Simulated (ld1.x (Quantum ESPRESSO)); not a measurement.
## Gd, ultrasoft: configuration errors across variants

ld1.x (Quantum ESPRESSO) 7.5 input, shortened:

```
&input
   title='Gd', zed=64., rel=2, dft='PBE', iswitch=3,
   config='[Xe] 4f7 5d1 6s2 6p0', rel_dist='average'
 /
 &inputp
   pseudotype=3, tm=.true., lloc=-1, rcloc=2.00,
   nlcc=.true., new_core_ps=.true., rcore=0.60,
   which_augfun='PSQ', rmatch_augfun_nc=.true.
 /
8
5S  1  0   2.00   0.00  2.05  2.45  0.0
6S  2  0   2.00   0.00  2.05  2.45  0.0
5P  2  1   6.00   0.00  2.05  2.30  0.0
6P  3  1   0.00   0.00  2.05  2.30  0.0
5D  3  2   1.00   0.00  2.25  3.00  0.0
5D  3  2   0.00   1.60  2.25  3.00  0.0
4F  4  3   7.00   0.00  0.65  0.70  0.0
4F  4  3   0.00   3.00  0.65  0.70  0.0
 &test
   configts(1)='4f7 5s2 5p6 5d1 6s2 6p0'
 /
```

Open shells are filled in proportion to 2j + 1 (rel_dist='average').

All-electron excitation energies from the reference (eV): (1) 4f7 5s2 5p6 5d1 6s1 6p0 6.646; (2) 4f7 5s2 5p6 5d1 6s0 6p0 18.745; (3) 4f7 5s2 5p6 5d0 6s0 6p0 38.569; (4) 4f7 5s2 5p6 5d1.5 6s1.5 6p0 0.844; (5) 4f7 5s2 5p6 5d1 6s0 6p2 5.849; (6) 4f7 5s2 5p6 5d1 6s1.5 6p0 2.679.

The overlap operator is not positive definite (basis up to 400 Ry) in “base”, “waves 5d (bound): rcut 1.86, rcutus 1.98 bohr; 5d channel at 1.6 Ry: rcut 1.86, rcutus 1.98 bohr”, “waves 5d (bound): rcut 2.25, rcutus 2.58 bohr; 5d channel at 1.6 Ry: rcut 2.25, rcutus 2.58 bohr”, “waves 5d (bound): rcut 2.25, rcutus 3.10 bohr; 5d channel at 1.6 Ry: rcut 2.25, rcutus 3.10 bohr”, “waves 5d (bound): rcut 2.25, rcutus 3.94 bohr; 5d channel at 1.6 Ry: rcut 2.25, rcutus 3.94 bohr”, “waves 5d (bound): rcut 2.25, rcutus 4.52 bohr; 5d channel at 1.6 Ry: rcut 2.25, rcutus 4.52 bohr”. Such files are unfit for use, however small their errors in these radial tests.

Tests that are not counted but printed errors over 1 eV. “base”: 4f6 5s2 5p6 5d2 6s2 6p0 (solver errors, printed error -16.1 eV).

Errors AE − PS in meV (a dash: test not solved or not reliable):

```csv
change,(1),(2),(3),(4),(5),(6),bound ghosts
base,-0.8,-9.6,-30,+0.6,-6.4,-0.2,not determined (overlap not positive)
"waves 5d (bound): rcut 1.86, rcutus 1.98 bohr; 5d channel at 1.6 Ry: rcut 1.86, rcutus 1.98 bohr",-1.2,-11,-7.2,-0.2,-6.4,-0.3,not determined (overlap not positive)
"waves 5d (bound): rcut 2.25, rcutus 2.58 bohr; 5d channel at 1.6 Ry: rcut 2.25, rcutus 2.58 bohr",-1.3,-11,-14,-0.3,-6.7,-0.3,not determined (overlap not positive)
"waves 5d (bound): rcut 2.25, rcutus 3.10 bohr; 5d channel at 1.6 Ry: rcut 2.25, rcutus 3.10 bohr",-0.6,-6.5,-30,-0.1,-5.8,-0.2,not determined (overlap not positive)
"waves 5d (bound): rcut 2.25, rcutus 3.94 bohr; 5d channel at 1.6 Ry: rcut 2.25, rcutus 3.94 bohr",-0.3,-6.1,-27,0.0,-5.9,-0.1,not determined (overlap not positive)
"waves 5d (bound): rcut 2.25, rcutus 4.52 bohr; 5d channel at 1.6 Ry: rcut 2.25, rcutus 4.52 bohr",-0.4,-5.5,-25,+0.1,-5.8,-0.2,not determined (overlap not positive)
```

Q: Give the same row for: waves 5d (bound): rcut 2.25, rcutus 3.46 bohr; 5d channel at 1.6 Ry: rcut 2.25, rcutus 3.46 bohr.

A: -0.4, -5.4, -29, -0.1, -5.8, -0.2; bound ghosts: not determined (overlap not positive). Its overlap operator is not positive definite in a basis up to 400 Ry (lowest eigenvalue p1/2 -0.09), so the file is unfit for use: the generalised eigenproblem breaks down once the basis is large enough, and its test numbers describe a broken file.
